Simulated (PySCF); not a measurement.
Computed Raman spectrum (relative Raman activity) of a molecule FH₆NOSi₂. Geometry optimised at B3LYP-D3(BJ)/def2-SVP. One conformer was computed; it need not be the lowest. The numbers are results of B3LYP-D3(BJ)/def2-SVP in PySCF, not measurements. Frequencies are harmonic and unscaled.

Lines under 2 % of the strongest are left out, and lines within 2 cm⁻¹ are merged.

```csv
ν (cm⁻¹),relative intensity
227,2.7
489,2.5
596,7.2
740,6.8
786,3.5
827,4.7
846,4.2
864,3.8
903,6.8
923,10
950,3.0
962,7.3
989,5.0
2232,40
2264,84
2275,100
2280,51
3558,54
3863,52
```

Question: Pick the molecule that these values belong to.
(A) N[Si@@H](F)O[SiH3]
(B) O[SiH2]N[SiH2]F
(C) N[Si@@](O)(F)[SiH3]
(D) N[Si@@H](O)[SiH2]F

Answer: B, O[SiH2]N[SiH2]F
